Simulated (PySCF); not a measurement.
## Magnetic susceptibility: `c1cc(C)cpc1C`, C₇H₉P

Geometry:
```tsv
atom	x (Å)	y (Å)	z (Å)
C1	2.806	0.171	-0.392
C2	1.375	0.065	0.052
C3	0.368	0.033	-0.908
C4	-0.978	-0.041	-0.599
C5	-1.492	-0.091	0.684
C6	-2.980	-0.174	0.873
P7	-0.493	-0.067	2.113
C8	1.083	0.024	1.402
H9	2.952	-0.328	-1.348
H10	3.477	-0.269	0.342
H11	3.077	1.220	-0.514
H12	0.655	0.068	-1.950
H13	-1.684	-0.063	-1.422
H14	-3.473	0.680	0.408
H15	-3.373	-1.079	0.408
H16	-3.236	-0.190	1.931
H17	1.910	0.052	2.103
```

Computed, not measured: PySCF 2.14.0, GIAO CAM-B3LYP/pcSseg-1 magnetisability, rotational g tensor and spin-rotation constants, non-relativistic, gas phase. Geometry: GFN2-xTB.

What are the magnetisability and the molar susceptibility?

Isotropic -1407 × 10⁻³⁰ J/T², or -84.8 × 10⁻⁶ cm³/mol; principal values -2124, -1135, -963 × 10⁻³⁰ J/T², anisotropy 1085 × 10⁻³⁰ J/T² (root of half the summed squared differences of the principal values). The susceptibility is in cgs units.

Split it along the inertial axes a, b, c into diamagnetic and paramagnetic parts about the centre of mass, with the quadrupole moment.


```tsv
axis	χ (10⁻⁶ cm³/mol)	diamagnetic (10⁻⁶ cm³/mol)	paramagnetic (10⁻⁶ cm³/mol)	summed x² of all electrons (Å²)	quadrupole Θ (D Å)
a	-68.3	-445.7	377.3	234.9	+5.99
b	-58.0	-1061.8	1003.8	89.6	+0.15
c	-127.9	-1376.6	1248.7	15.4	-6.14
```
Anisotropies 2χaa − χbb − χcc = +49.2 and 2χbb − χaa − χcc = +80.2 × 10⁻⁶ cm³/mol. Θ is traceless in Buckingham's convention.

And the rotational g tensor?


| axis | rotational constant (GHz) | g | nuclear part | electronic part |
| --- | --- | --- | --- | --- |
| a | 3.5650 | -0.0544 | 0.5776 | -0.6320 |
| b | 1.3278 | -0.0245 | 0.6016 | -0.6261 |
| c | 0.9792 | +0.0158 | 0.5902 | -0.5744 |

Asymmetric top; isotopes 12C, 1H, 31P; no vibrational averaging.
